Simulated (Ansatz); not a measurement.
Caution, from a PySCF single point (TPSSh-D3(BJ)/def2-TZVP) at this geometry: the restricted solution is unstable towards spin-unrestricted or complex orbitals, so a lower solution exists and this singlet may not be the ground state.  The multiplicity is imposed and other spin states were not computed.

Computed with r2SCAN-D4/def2-SVP in Ansatz (a first-principles code). No frequencies were computed at this level.

Ansatz 0.2 input:
```yaml
crystal:
  periodic: [false, false, false]
  atoms:
    - { symbol: Os, position_ang: [0.0, 0.0, 0.0] }
    - { symbol: O, position_ang: [1.709281, -0.327105, -1.058646] }
    - { symbol: H, position_ang: [1.610179, -0.879338, -1.848914] }
    - { symbol: O, position_ang: [-1.709281, 0.327106, 1.058645] }
    - { symbol: H, position_ang: [-1.836567, -0.244744, 1.830715] }
basis:
  gaussian: { orbitals: def2-svp }
hamiltonian:
  xc: r2scan
  dispersion: d4
relax:
  max_steps: 150
```

Output:

```
Functional definition: r2SCAN
699 factors; their error is unknown
mean field evaluation 1: about -6577.6319 eV, gradient 6.8e1 eV
mean field evaluation 2: about -6447.8615 eV, gradient 2.3e2 eV
mean field evaluation 4: about -6582.3629 eV, gradient 4.4e1 eV
mean field evaluation 8: about -6586.7208 eV, gradient 7.4e0 eV
mean field evaluation 16: about -6586.9641 eV, gradient 1.6e-1 eV
mean field evaluation 32: about -6586.9273 eV, gradient 3.4e-5 eV
mean field evaluation 64: about -6583.6856 eV, gradient 1.8e1 eV
mean field evaluation 96: about -6586.9073 eV, gradient 1.5e0 eV
mean field evaluation 128: about -6586.9265 eV, gradient 2.1e-2 eV
mean field evaluation 160: about -6586.9240 eV, gradient 1.4e-1 eV
mean field evaluation 192: about -6586.9287 eV, gradient 5.7e-2 eV
mean field evaluation 224: about -6586.7908 eV, gradient 5.1e0 eV
mean field -6586.92734614 eV, -242.0651151910 hartree, gradient 7.2e-9 eV, S^2 0.000000; 13 other end points of the search recorded, 0 dependent functions left out
reference -6586.92735922 eV, -242.0651156715 hartree; 17, 17 occupied and 53, 53 virtual orbitals, 699 factors
relax step   1: F+E_penalty+E_count = -6586.94152158 eV  Δ(F+E_penalty+E_count) = +0.000e0 eV  max|allowed force component| = 3.700e0 eV/Å  Δτ_max = 0.0000 Å  (814 SCF iters, accepted)
these checks for a lower state are left out or cut short: starts, cluster_reference, orbital_swaps, neighbouring_geometries, increment
699 factors; their error is unknown
mean field -6588.15868001 eV, -242.1103658761 hartree, gradient 8.3e-6 eV, S^2 0.000000; 0 other end points of the search recorded, 0 dependent functions left out
reference -6588.15869364 eV, -242.1103663768 hartree; 17, 17 occupied and 53, 53 virtual orbitals, 699 factors
relax step   2: F+E_penalty+E_count = -6588.17356174 eV  Δ(F+E_penalty+E_count) = -1.232e0 eV  max|allowed force component| = 1.534e0 eV/Å  Δτ_max = 0.1940 Å  (80 SCF iters, accepted)
these checks for a lower state are left out or cut short: starts, cluster_reference, orbital_swaps, neighbouring_geometries, increment
699 factors; their error is unknown
mean field evaluation 256: about -6588.4340 eV, gradient 7.6e-6 eV
mean field -6588.43398499 eV, -242.1204831475 hartree, gradient 6.9e-6 eV, S^2 0.000000; 0 other end points of the search recorded, 0 dependent functions left out
reference -6588.43399839 eV, -242.1204836398 hartree; 17, 17 occupied and 53, 53 virtual orbitals, 699 factors
relax step   3: F+E_penalty+E_count = -6588.44917867 eV  Δ(F+E_penalty+E_count) = -2.756e-1 eV  max|allowed force component| = 1.837e0 eV/Å  Δτ_max = 0.1930 Å  (49 SCF iters, accepted)
these checks for a lower state are left out or cut short: starts, cluster_reference, orbital_swaps, neighbouring_geometries, increment
699 factors; their error is unknown
mean field -6588.56987803 eV, -242.1254771245 hartree, gradient 1.8e-5 eV, S^2 0.000000; 0 other end points of the search recorded, 0 dependent functions left out
reference -6588.56989113 eV, -242.1254776061 hartree; 17, 17 occupied and 53, 53 virtual orbitals, 699 factors
relax step   4: F+E_penalty+E_count = -6588.58507821 eV  Δ(F+E_penalty+E_count) = -1.359e-1 eV  max|allowed force component| = 1.607e0 eV/Å  Δτ_max = 0.1945 Å  (42 SCF iters, accepted)
these checks for a lower state are left out or cut short: starts, cluster_reference, orbital_swaps, neighbouring_geometries, increment
699 factors; their error is unknown
mean field -6588.66396868 eV, -242.1289348923 hartree, gradient 3.0e-5 eV, S^2 0.000000; 0 other end points of the search recorded, 0 dependent functions left out
reference -6588.66398180 eV, -242.1289353744 hartree; 17, 17 occupied and 53, 53 virtual orbitals, 699 factors
relax step   5: F+E_penalty+E_count = -6588.67923905 eV  Δ(F+E_penalty+E_count) = -9.416e-2 eV  max|allowed force component| = 4.675e-1 eV/Å  Δτ_max = 0.0339 Å  (37 SCF iters, accepted)
these checks for a lower state are left out or cut short: starts, cluster_reference, orbital_swaps, neighbouring_geometries, increment
699 factors; their error is unknown
mean field -6588.69341795 eV, -242.1300171328 hartree, gradient 1.1e-5 eV, S^2 0.000000; 0 other end points of the search recorded, 0 dependent functions left out
reference -6588.69343106 eV, -242.1300176147 hartree; 17, 17 occupied and 53, 53 virtual orbitals, 699 factors
relax step   6: F+E_penalty+E_count = -6588.70857300 eV  Δ(F+E_penalty+E_count) = -2.933e-2 eV  max|allowed force component| = 4.436e-1 eV/Å  Δτ_max = 0.0901 Å  (43 SCF iters, accepted)
these checks for a lower state are left out or cut short: starts, cluster_reference, orbital_swaps, neighbouring_geometries, increment
699 factors; their error is unknown
mean field evaluation 288: about -6588.7167 eV, gradient 2.9e-3 eV
mean field -6588.71670153 eV, -242.1308727887 hartree, gradient 1.9e-5 eV, S^2 0.000000; 0 other end points of the search recorded, 0 dependent functions left out
reference -6588.71671459 eV, -242.1308732685 hartree; 17, 17 occupied and 53, 53 virtual orbitals, 699 factors
relax step   7: F+E_penalty+E_count = -6588.73189585 eV  Δ(F+E_penalty+E_count) = -2.332e-2 eV  max|allowed force component| = 6.945e-2 eV/Å  Δτ_max = 0.0362 Å  (37 SCF iters, accepted)
these checks for a lower state are left out or cut short: starts, cluster_reference, orbital_swaps, neighbouring_geometries, increment
699 factors; their error is unknown
mean field -6588.72302739 eV, -242.1311052597 hartree, gradient 2.2e-5 eV, S^2 0.000000; 0 other end points of the search recorded, 0 dependent functions left out
reference -6588.72304034 eV, -242.1311057354 hartree; 17, 17 occupied and 53, 53 virtual orbitals, 699 factors
relax step   8: F+E_penalty+E_count = -6588.73820268 eV  Δ(F+E_penalty+E_count) = -6.307e-3 eV  max|allowed force component| = 7.886e-2 eV/Å  Δτ_max = 0.0421 Å  (34 SCF iters, accepted)
these checks for a lower state are left out or cut short: starts, cluster_reference, orbital_swaps, neighbouring_geometries, increment
699 factors; their error is unknown
mean field -6588.72191132 eV, -242.1310642450 hartree, gradient 7.1e-6 eV, S^2 0.000000; 0 other end points of the search recorded, 0 dependent functions left out
reference -6588.72192390 eV, -242.1310647071 hartree; 17, 17 occupied and 53, 53 virtual orbitals, 699 factors
relax step   9: F+E_penalty+E_count = -6588.73702015 eV  Δ(F+E_penalty+E_count) = +1.183e-3 eV  max|allowed force component| = 6.443e-1 eV/Å  Δτ_max = 0.1510 Å  (41 SCF iters, rejected (line search))
these checks for a lower state are left out or cut short: starts, cluster_reference, orbital_swaps, neighbouring_geometries, increment
699 factors; their error is unknown
mean field -6588.72896889 eV, -242.1313236058 hartree, gradient 1.6e-5 eV, S^2 0.000000; 0 other end points of the search recorded, 0 dependent functions left out
reference -6588.72898168 eV, -242.1313240759 hartree; 17, 17 occupied and 53, 53 virtual orbitals, 699 factors
relax step  10: F+E_penalty+E_count = -6588.74413919 eV  Δ(F+E_penalty+E_count) = -5.937e-3 eV  max|allowed force component| = 1.768e-1 eV/Å  Δτ_max = 0.0519 Å  (37 SCF iters, accepted)
these checks for a lower state are left out or cut short: starts, cluster_reference, orbital_swaps, neighbouring_geometries, increment
699 factors; their error is unknown
mean field evaluation 320: about -6588.6597 eV, gradient 9.7e0 eV
mean field -6588.73394946 eV, -242.1315066385 hartree, gradient 1.7e-5 eV, S^2 0.000000; 0 other end points of the search recorded, 0 dependent functions left out
reference -6588.73396206 eV, -242.1315071015 hartree; 17, 17 occupied and 53, 53 virtual orbitals, 699 factors
relax step  11: F+E_penalty+E_count = -6588.74906995 eV  Δ(F+E_penalty+E_count) = -4.931e-3 eV  max|allowed force component| = 3.714e-1 eV/Å  Δτ_max = 0.0979 Å  (34 SCF iters, accepted)
these checks for a lower state are left out or cut short: starts, cluster_reference, orbital_swaps, neighbouring_geometries, increment
699 factors; their error is unknown
mean field -6588.74280503 eV, -242.1318320746 hartree, gradient 6.8e-6 eV, S^2 0.000000; 0 other end points of the search recorded, 0 dependent functions left out
reference -6588.74281758 eV, -242.1318325359 hartree; 17, 17 occupied and 53, 53 virtual orbitals, 699 factors
relax step  12: F+E_penalty+E_count = -6588.75792243 eV  Δ(F+E_penalty+E_count) = -8.852e-3 eV  max|allowed force component| = 1.263e-1 eV/Å  Δτ_max = 0.0998 Å  (43 SCF iters, accepted)
these checks for a lower state are left out or cut short: starts, cluster_reference, orbital_swaps, neighbouring_geometries, increment
699 factors; their error is unknown
mean field -6588.73961051 eV, -242.1317146783 hartree, gradient 1.3e-5 eV, S^2 0.000000; 0 other end points of the search recorded, 0 dependent functions left out
reference -6588.73962319 eV, -242.1317151440 hartree; 17, 17 occupied and 53, 53 virtual orbitals, 699 factors
relax step  13: F+E_penalty+E_count = -6588.75468576 eV  Δ(F+E_penalty+E_count) = +3.237e-3 eV  max|allowed force component| = 2.840e-1 eV/Å  Δτ_max = 0.0610 Å  (34 SCF iters, rejected (line search))
these checks for a lower state are left out or cut short: starts, cluster_reference, orbital_swaps, neighbouring_geometries, increment
699 factors; their error is unknown
mean field -6588.74487393 eV, -242.1319081052 hartree, gradient 7.1e-6 eV, S^2 0.000000; 0 other end points of the search recorded, 0 dependent functions left out
reference -6588.74488652 eV, -242.1319085681 hartree; 17, 17 occupied and 53, 53 virtual orbitals, 699 factors
relax step  14: F+E_penalty+E_count = -6588.75997091 eV  Δ(F+E_penalty+E_count) = -2.048e-3 eV  max|allowed force component| = 9.336e-3 eV/Å  Δτ_max = 0.0305 Å  (33 SCF iters, accepted)
699 factors; their error is unknown
mean field evaluation 352: about -6588.7799 eV, gradient 2.4e-1 eV
mean field evaluation 384: about -6586.9783 eV, gradient 1.5e1 eV
mean field -6588.74487393 eV, -242.1319081052 hartree, gradient 7.1e-6 eV, S^2 0.000000; 3 other end points of the search recorded, 0 dependent functions left out
reference -6588.74488652 eV, -242.1319085681 hartree; 17, 17 occupied and 53, 53 virtual orbitals, 699 factors
Total energy: -6588.75998351 eV, -242.1324633719 hartree
Atom 0 at     0.014283     0.070890     0.001154 Å, force    -0.000371    -0.001127    -0.000091 eV/Å
Atom 1 at     1.289900    -0.335979    -1.157270 Å, force     0.008516    -0.004085    -0.007730 eV/Å
Atom 2 at     1.849517    -0.871390    -1.732117 Å, force     0.007305     0.001719    -0.005997 eV/Å
Atom 3 at    -1.326647     0.153563     1.154307 Å, force    -0.009336    -0.000749     0.007792 eV/Å
Atom 4 at    -2.053442    -0.141164     1.715726 Å, force    -0.006114     0.004242     0.006026 eV/Å
Dipole moment:    -0.066920    -0.332274    -0.005382 e Å
```

Cost: roughly 110 core-seconds.
